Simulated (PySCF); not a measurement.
A geometry optimisation on [FeI4]- (`[I][Fe-]([I])([I])[I]`) [sextet].

Computed with PBE0-D3(BJ)/def2-SVP geometry optimisation, gas phase, def2 core potentials past Kr (PySCF 2.14.0). Start geometry: GFN2-xTB. The input is one job of a driver script: a line of settings, then coordinates in Å.

Input:
```
{"job": {"xc": "PBE0", "basis": "def2-SVP", "d3": "d3bj", "grid": 1, "maxiter": 40, "kind": "geom"}, "charge": -1, "multiplicity": 6}
Fe     0.000000    -0.000200     0.000530
I      0.010190    -0.016180     2.529070
I      2.381860     0.010530    -0.852860
I     -1.200040     2.068170    -0.824890
I     -1.192020    -2.062320    -0.851850
```

**Question.** What does the run print?

**Answer.** 
```
step   0  E = -2454.50377197  max force = 0.007273
step   1  E = -2454.50476416  max force = 0.000927
step   2  E = -2454.50478998  max force = 0.000145
step   3  E = -2454.50479031  max force = 0.000098
optimisation converged
```

Energies in Eh; «max force» is the largest Cartesian gradient component in Eh/bohr.

**Question.** Give the first gradient maximum in eV/Å.

**Answer.** With 1 Eh/bohr = 51.422 eV/Å, 0.374 eV/Å.

**Question.** How much energy does the optimisation release, in kcal/mol?

**Answer.** E(step 0) − E(last step) = 0.001018 Eh, which is 0.6 kcal/mol.

Main results: final energy -2454.50479 Eh after 3 steps.

**Question.** Where do the atoms end?

**Answer.** 0.035 Å rms from the input after alignment:
```
atom  x, y, z in Å
Fe1    0.0025   -0.0002   -0.0008
I2     0.0014   -0.0165    2.5666
I3     2.4237    0.0128   -0.8661
I4    -1.2189    2.0978   -0.8369
I5    -1.2087   -2.0939   -0.8628
```

**Question.** Estimate the wall time. Hardware: one thread, x86-64 server (shared host).

**Answer.** About 2.1 min.
Labels such as C1 count atoms from 1, the log's own numbers from 0.

Caution for open-shell metal species: one SCF solution and one stationary point were followed, and a lower state or a bent or distorted shape isn't ruled out.
